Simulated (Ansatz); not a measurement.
Input and output for [Cu(H2O)3Br]+ (CuBrO₃H₆⁺).

```yaml
crystal:
  periodic: [false, false, false]
  atoms:
    - {symbol: Cu, position_ang: [-0.023529, -0.343267, -0.050964]}
    - {symbol: O, position_ang: [1.973905, -0.377149, -0.239532]}
    - {symbol: H, position_ang: [2.196469, -1.219189, -0.676154]}
    - {symbol: H, position_ang: [2.502591, -0.361472, 0.573856]}
    - {symbol: O, position_ang: [0.098916, 1.647867, 0.234599]}
    - {symbol: H, position_ang: [0.828070, 2.212110, -0.055997]}
    - {symbol: H, position_ang: [-0.529788, 2.191516, 0.727508]}
    - {symbol: O, position_ang: [-2.011036, -0.193227, 0.160224]}
    - {symbol: H, position_ang: [-2.345414, -1.097250, 0.299370]}
    - {symbol: H, position_ang: [-2.525141, 0.164715, -0.579882]}
    - {symbol: Br, position_ang: [-0.165044, -2.624653, -0.393018]}
basis:
  gaussian: {orbitals: cc-pVDZ, final_grid: {core_spheres: 8, valence_spheres: 7, degree: 23}}
total_charge: 1
magnetization: {spin_polarized: true, initial_magnetization: 1}
hamiltonian: {xc: {name: LC-wPBE}}
scf: {omitted_lower_state_checks: [starts]}
output: {forces: true}
```

```sh
$ ansatz run in.yaml --threads 4 --pin off --events-out ev --progress --plain --max-ram 4787MiB
```

It prints (some lines left out):

```
Functional definition: LC-wPBE
1651 factors; their error is unknown
408 factors; integrals over basis functions are off by at most 8.1e-5 eV
mean field evaluation 1: about -120878.5724 eV, gradient 9.8e1 eV
mean field evaluation 2: about -120049.6726 eV, gradient 4.2e2 eV
mean field evaluation 4: about -120900.4484 eV, gradient 2.2e1 eV
mean field evaluation 8: about -120902.6461 eV, gradient 2.3e0 eV
mean field evaluation 16: about -120902.6433 eV, gradient 3.4e-2 eV
mean field -120903.98525755 eV, -4443.1395065505 hartree, gradient 5.5e-5 eV, S^2 0.755173; 0 other end points of the search recorded, 0 dependent functions left out
reference -120903.98525756 eV, -4443.1395065508 hartree; 47, 46 occupied and 95, 96 virtual orbitals, 1651 factors
Total energy: -120903.98525756 eV, -4443.1395065508 hartree
Atom 0 at    -0.023529    -0.343267    -0.050964 Å, force    -0.015261    -0.209809    -0.030853 eV/Å
Atom 1 at     1.973905    -0.377149    -0.239532 Å, force    -0.177925     0.065777    -0.049013 eV/Å
Atom 2 at     2.196469    -1.219189    -0.676154 Å, force     0.053839    -0.067144    -0.030319 eV/Å
Atom 3 at     2.502591    -0.361472     0.573856 Å, force     0.054339    -0.015705     0.080973 eV/Å
Atom 4 at     0.098916     1.647867     0.234599 Å, force    -0.001048    -0.184048    -0.038070 eV/Å
Atom 5 at     0.828070     2.212110    -0.055997 Å, force     0.045566     0.065216    -0.024653 eV/Å
Atom 6 at    -0.529788     2.191516     0.727508 Å, force    -0.046775     0.067183     0.055650 eV/Å
Atom 7 at    -2.011036    -0.193227     0.160224 Å, force     0.201467     0.034843     0.078707 eV/Å
Atom 8 at    -2.345414    -1.097250     0.299370 Å, force    -0.069470    -0.081363     0.009665 eV/Å
Atom 9 at    -2.525141     0.164715    -0.579882 Å, force    -0.064755     0.024411    -0.096820 eV/Å
Atom 10 at    -0.165044    -2.624653    -0.393018 Å, force     0.020023     0.300639     0.044732 eV/Å
Dipole moment:     0.114816     1.724059     0.264540 e Å
Checks for a lower state left out: starts
```

Run time 5 s (4 threads of Intel Xeon on a shared host).

LC-ωPBE has ω = 0.4 bohr⁻¹.

The dipole of an ion depends on the origin.
